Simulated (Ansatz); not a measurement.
Other settings, tried on the cluster Al₂S₂.

```yaml
crystal:
  periodic: [false, false, false]
  atoms:
    - {symbol: Al, position_ang: [2.067654, 1.020778, -0.812032]}
    - {symbol: Al, position_ang: [-0.745405, -0.384895, 0.297367]}
    - {symbol: S, position_ang: [1.267432, -0.984853, -0.056943]}
    - {symbol: S, position_ang: [-2.589680, 0.348970, 0.571597]}
basis:
  gaussian: {orbitals: def2-mTZVPP}
hamiltonian: {xc: {name: wB97}}
output: {forces: true}
```

```sh
$ ansatz run in.yaml --threads 2 --pin off --events-out ev --progress --plain --max-ram 4352MiB
```

It prints (some lines left out):

```
Functional definition: wB97
958 factors; their error is unknown
336 factors; integrals over basis functions are off by at most 1.5e-5 eV
mean field evaluation 1: about -34863.5294 eV, gradient 2.8e1 eV
mean field evaluation 2: about -34864.9316 eV, gradient 2.4e1 eV
mean field evaluation 4: about -34866.3872 eV, gradient 1.2e0 eV
mean field evaluation 8: about -34866.3986 eV, gradient 4.0e-2 eV
mean field evaluation 16: about -34866.3556 eV, gradient 4.7e-5 eV
mean field -34866.35556272 eV, -1281.3149336655 hartree, gradient 4.7e-5 eV, S^2 0.000000; 0 other end points of the search recorded, 0 dependent functions left out
reference -34866.35555334 eV, -1281.3149333205 hartree; 29, 29 occupied and 69, 69 virtual orbitals, 958 factors
Total energy: -34866.35555334 eV, -1281.3149333205 hartree
Atom 0 at     2.067654     1.020778    -0.812032 Å, force     0.073579    -0.029225    -0.010955 eV/Å
Atom 1 at    -0.745405    -0.384895     0.297367 Å, force    -0.191304     0.007695     0.047175 eV/Å
Atom 2 at     1.267432    -0.984853    -0.056943 Å, force    -0.216083     0.155544     0.013091 eV/Å
Atom 3 at    -2.589680     0.348970     0.571597 Å, force     0.333808    -0.134014    -0.049310 eV/Å
Dipole moment:     1.088399    -0.034658    -0.270891 e Å
```

Run time 3.4 s (2 threads of Arm Neoverse V2 on a shared host).
